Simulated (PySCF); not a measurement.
## How methods differ on the excitation energy of Cl⁺

Cl⁺ [Ne] 3s2 3p4 (3P) → Cl⁺ [Ne] 3s1 3p5 (3P), as a difference of total energies. All numbers are calculated (PySCF 2.14, the spin-free X2C one-electron Hamiltonian (Gaussian nucleus), in aug-cc-pCVTZ-DK with one added diffuse shell each of s, p, d, f type (9s8p6d4f, 91 functions)). Correlated levels: valence: [Ne] frozen. The calculations carry no spin-orbit coupling.

| method | excitation energy (eV) |
| --- | --- |
| UHF | 14.475 |
| MP2 (valence) | 13.150 |
| SCS-MP2 (valence) | 12.989 |
| CCSD (valence) | 12.062 |
| CCSD(T) (valence) | 11.631 |

Errors of the correlated levels include the incompleteness of this basis and the frozen core.

Task: Which method comes closest to the reference value, and which is furthest?

Result: The reference is 11.573 eV (measured; NIST levels, between the centres of gravity of the two terms). Closest: CCSD(T) (valence) (error 0.058 eV); furthest: UHF (error 2.902 eV).
